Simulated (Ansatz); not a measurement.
Cost and result for the atomization energy of `N[SiH]1N=C1F` (8 atoms, 8 bonds).

Total charge 0; spin multiplicity 1. The geometry is a stationary point of PBE0-D4/def2-TZVP. It is one conformer, not always the lowest. Program: Ansatz. All runs use 2 threads of an Intel Xeon 6975P-C on a shared host. Times are those of one run each, without the atoms' runs, and a repeat can differ threefold. Electronic energies, without spin–orbit coupling; frozen cores. CCSD(T)/CBS adds CCSD(T) − MP2 in def2-TZVPP to the MP2 limit, and its time is that of the two runs behind it. T1 = 0.014. B3LYP takes the VWN-RPA correlation (the form of Gaussian; ORCA's B3LYP/G). HSE06 is the plane-wave form, built on full-range PBE exchange.

CCSD(T)/CBS is a level of theory with its own doubt, some kJ/mol a heavy atom from the limit and from the frozen cores, so smaller differences don't rank the functionals.

```
                            level  functions  wall time  atomization (kJ/mol)  difference from CCSD(T)/CBS  per bond
             revPBE-D4/def2-TZVPP        208      1.3 s                3024.9                         27.3       3.4
               PBE0-D4/def2-TZVPP        208      1.8 s                3013.6                         16.0       2.0
              HSE06-D4/def2-TZVPP        208        2 s                3017.2                         19.6       2.4
                 CCSD(T)/def2-SVP         89      2.3 s                2730.3                       -267.3     -33.4
            r2SCANh-D4/def2-TZVPP        208      2.7 s                2965.8                        -31.8      -4.0
B3LYP-D4/def2-TZVPP (with forces)        208      2.7 s                3010.5                         12.9       1.6
                B2PLYP/def2-TZVPP        208      3.3 s                2975.0                        -22.6      -2.8
              PBE-QIDH/def2-TZVPP        208      3.4 s                2963.3                        -34.3      -4.3
                B97M-V/def2-TZVPP        208      4.1 s                3015.5                         17.9       2.2
 ωB97M-V/def2-TZVPP (with forces)        208        6 s                3029.4                         31.8       4.0
                   MP2/def2-QZVPP        388       14 s                3051.1                         53.5       6.7
               CCSD(T)/def2-TZVPP        208       36 s                2881.4                       -116.2     -14.5
                CCSD(T)/CBS(def2)          –       50 s                2997.6                          0.0       0.0
```

From BLYP to BHLYP (50 % exact exchange), in def2-TZVPP and without D4, the atomization energy moves by −177.7 kJ/mol: exact exchange takes away binding that semilocal exchange gives to molecules. The D4 term adds +25.1 kJ/mol with B3LYP and +12.9 kJ/mol with PBE0; it sums over pairs of atoms, weighted by their polarisabilities, and B3LYP, whose exchange is more repulsive, gets the larger term. At CCSD(T), def2-SVP lies −267.3 kJ/mol from the extrapolated value and def2-TZVPP −116.2 kJ/mol: correlation converges slowly with the basis, and small sets miss more of it in the bonded molecule than in its fragments.
